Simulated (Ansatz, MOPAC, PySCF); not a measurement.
Species: SiClF$_{2}$ (charge +1, singlet). SMILES of the parent species: Cl[Si](F)F
Geometry from a B3LYP-D3(BJ)/def2-TZVP (Ansatz, a program for electronic structure) optimisation:
```xyz
4

Si    -0.3229     0.1794     0.0275
F     -1.6642    -0.5605     0.0604
F     -0.3995     1.7072     0.1153
Cl     1.3585    -0.7549    -0.1156
```
Charge +1, spin multiplicity 1.

Unscaled harmonic wavenumbers (cm⁻¹) in rising order, each level at the stationary point that it reaches from this structure (no distance between atoms moves by over 0.3 Å); the order of modes can differ between levels, and a negative number is imaginary. B3LYP-D3(BJ)/def2-TZVP (PySCF, at the structure above): 232, 299, 307, 618, 1023, 1140.

PM3 (MOPAC): 184, 236, 252, 460, 894, 1020. Zero-point energy 4.4 against 5.2 kcal/mol; where all levels lie over 400 cm⁻¹, the wavenumbers are on average 0.838 times those of B3LYP-D3(BJ)/def2-TZVP.

PM7 (MOPAC): 201, 248, 270, 589, 952, 1035. Zero-point energy 4.7 against 5.2 kcal/mol; where all levels lie over 400 cm⁻¹, the wavenumbers are on average 0.931 times those of B3LYP-D3(BJ)/def2-TZVP.

HF/3-21G (Ansatz): 229, 290, 304, 556, 1053, 1192. Zero-point energy 5.2 against 5.2 kcal/mol; where all levels lie over 400 cm⁻¹, the wavenumbers are on average 0.992 times those of B3LYP-D3(BJ)/def2-TZVP.

B3LYP/6-31G* (Ansatz): 230, 297, 300, 607, 1018, 1150. Zero-point energy 5.1 against 5.2 kcal/mol; where all levels lie over 400 cm⁻¹, the wavenumbers are on average 0.995 times those of B3LYP-D3(BJ)/def2-TZVP.
